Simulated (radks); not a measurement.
The numbers below are computed, except where a source is named.
Question: The silicon ion Si4+, configuration [Ne] (the NIST ground configuration). Code: a radial shooting solver on a logarithmic mesh with Libxc functionals. Model: scalar-relativistic Kohn-Sham, LDA (Slater exchange, Perdew-Zunger correlation), spin-polarised, spherical densities, point nucleus. Some entries of the table are withheld. Estimate them.

orbital,occ.,eigenvalue (eV),<1/r> (bohr^-1),<r> (bohr)
1s,2,-1833.543,13.60,(1)
2s,2,(2),2.587,(3)
2p,6,(4),2.481,0.5314

Answer: 
(1) 1s <r> (bohr): 0.1116
(2) 2s eigenvalue (eV): -191.6060
(3) 2s <r> (bohr): 0.5663
(4) 2p eigenvalue (eV): -148.5744
